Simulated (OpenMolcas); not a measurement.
Systems:
- [CrF6]4-, a model complex in vacuum: tetragonal octahedron, axial bonds 1.1 times the equatorial ones, Cr–F 2.14 and 2.36 Å; shape imposed, not necessarily the one it adopts

Method: state-averaged CASSCF on the open d shell with SC-NEVPT2, ANO basis sets as named, scalar-relativistic DKH2, RICD, in OpenMolcas. State energies are spin-free and vertical. Orbital splittings and repulsion parameters are fits to the integrals of the highest spin's CASSCF orbitals. Times are rough, from shared cores.

| case | ground state | first state of the same spin (cm⁻¹) | first state of another spin (cm⁻¹) | Racah B (cm⁻¹) | basis functions | relative time |
|---|---|---|---|---|---|---|
| ANO-RCC-VDZP | 5B1g | 5A1g 4040 | 3Eg(1) 13850 | 1027 | 118 | 3 |
| ANO-RCC-MB | 5B1g | 5A1g 5720 | 3Eg(1) 11330 | ? | 48 | 1 |
| ANO-RCC-VDZ | 5B1g | 5A1g 4060 | 3Eg(1) 14710 | 1028 | 81 | 1 |
| ANO-RCC-VTZP | 5B1g | 5A1g 4050 | 3Eg(1) 13230 | 1038 | 239 | 20 |

Problem. Complete the blanks.

Solution. 
- ANO-RCC-MB, Racah B (cm⁻¹): 912

No ligand orbital and no second metal shell is active in the minimal space. Bond lengths were set by rule and not optimised; energies are vertical at this geometry. Gaps under about 300 cm⁻¹ between spin-free states are not resolved by the perturbation step. Anions stand alone here, with no counter-ions or solvent. Where B1 and B2 labels occur, x and y lie along in-plane bonds.
